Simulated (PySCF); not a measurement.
C₈H₁₀AlN.
Atom-mapped SMILES: `[CH3:1][C:2]#[C:3][c:4]1[cH:5][cH:6][cH:7][n+:8]([AlH3-:9])[cH:10]1` (hydrogens: H11, H12, H13 on C1; H14 on C5; H15 on C6; H16 on C7; H17, H18, H19 on Al9; H20 on C10)

A linear-response calculation (PySCF, def2-SVPD basis, gas phase, vertical, core orbitals frozen in the response) gave these numbers; the functional is withheld.

Orbital energies (eV): HOMO-3 -8.07, HOMO-2 -7.40, HOMO-1 -7.00, HOMO -6.83, LUMO -2.39, LUMO+1 -1.99, LUMO+2 -0.11.

| state | E (eV) | f | main configurations (H = HOMO, L = LUMO) |
| --- | --- | --- | --- |
| S1 | 3.81 | 0.047 | H→L (98%) |
| S2 | 3.88 | 0.0008 | H-1→L (99%) |
| S3 | 4.11 | 0.0017 | H→L+1 (96%) |
| S4 | 4.29 | 0.0010 | H-1→L+1 (99%) |
| S5 | 4.52 | 0.098 | H-2→L (79%), H-2→L+1 (12%) |
| S6 | 4.67 | 0.0001 | H-3→L (89%), H-3→L+1 (10%) |

Triplets (Tamm–Dancoff): T1 3.39 eV, H-2→L (64%), H-2→L+1 (16%), H→L (12%); T2 3.66 eV, H→L (81%), H-2→L (13%); T3 3.84 eV, H-2→L+1 (67%), H-2→L (17%); T4 3.86 eV, H-1→L (97%).

Vertical ionisation energy by ΔSCF with the same functional: 9.25 eV. Mean static polarisability: 143.7 au.

Problem. Name the functional.
A. HF
B. PBE
C. CAM-B3LYP
D. B3LYP

Solution. D. B3LYP is a global hybrid with 20% exact exchange. In this run −ε(HOMO) = 6.83 eV differs from the ΔSCF value by -2.42 eV, and S1 differs from the orbital gap of 4.44 eV by -0.64 eV. The ratio −ε(HOMO)/IP is 0.74. Small neutral molecules mostly give 0.67 to 0.83 with B3LYP, 0.5 to 0.7 with PBE, 0.85 to 0.93 with CAM-B3LYP; Hartree–Fock can't fall below 1, since the ion's relaxation only lowers the ΔSCF value. The other options: PBE, a GGA without exact exchange; HF, time-dependent Hartree–Fock, 100% exact exchange; CAM-B3LYP, range-separated, 19% exact exchange at short range and 65% at long range (ω = 0.33 bohr⁻¹).

Computed with PySCF, TDDFT B3LYP/def2-SVPD, vertical, gas phase, core orbitals frozen in the response. Geometry: PBE0-D3(BJ)/def2-SVP; no solvent, vibrations or thermal averaging.
